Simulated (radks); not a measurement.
Valence configurations of Eu3+ (all share [Xe]). Method: scalar-relativistic Kohn-Sham, LDA (Slater exchange, Perdew-Wang correlation), spin-polarised, spherical densities, finite nucleus; open shells are filled with parallel spins first (spin-orbit coupling, left out, can overturn this in heavy ions); Fermi nuclear charge, rms radius 5.1115 fm; computed with a radial shooting solver on a logarithmic mesh with Libxc functionals. Energies are relative to 4f6; eigenvalues in eV for spin up.

| valence | E (eV) | moment (Bohr magnetons) | e(4f) | e(5d) | e(6p) | e(6s) |
|---|---|---|---|---|---|---|
| 4f6 | 0.000 | 6 | -35.032 | - | - | - |
| 4f5.5 6p0.5 | 9.835 | 6 | -40.549 | - | -19.006 | - |
| 4f5 5d1 | 12.345 | 6 | -42.066 | -27.232 | - | - |
| 4f5 6p1 | 21.720 | 6 | -46.301 | - | -20.332 | - |
| 4f4 5d2 | 30.005 | 6 | -49.697 | -29.218 | - | - |
| 4f4.5 6s0.5 6p1 | 32.940 | 6 | -51.747 | - | -21.244 | -27.206 |
| 4f4 6p2 | 52.603 | 6 | -58.467 | - | -22.584 | - |
| 4f3 5d2 6s1 | 59.489 | 6 | -61.284 | -33.426 | - | -27.183 |
| 4f3.5 6s1.5 6p1 | 62.951 | 5 | -63.354 | - | -22.721 | -29.183 |
| 4f2.5 5d1 6s1.5 6p1 | 93.213 | 5 | -72.062 | -38.562 | -23.273 | -29.988 |

NIST lists [Xe] 4f6 as the ground configuration; this level of theory agrees among the configurations tried. The energies are those of spherical high-spin densities, not of single terms.
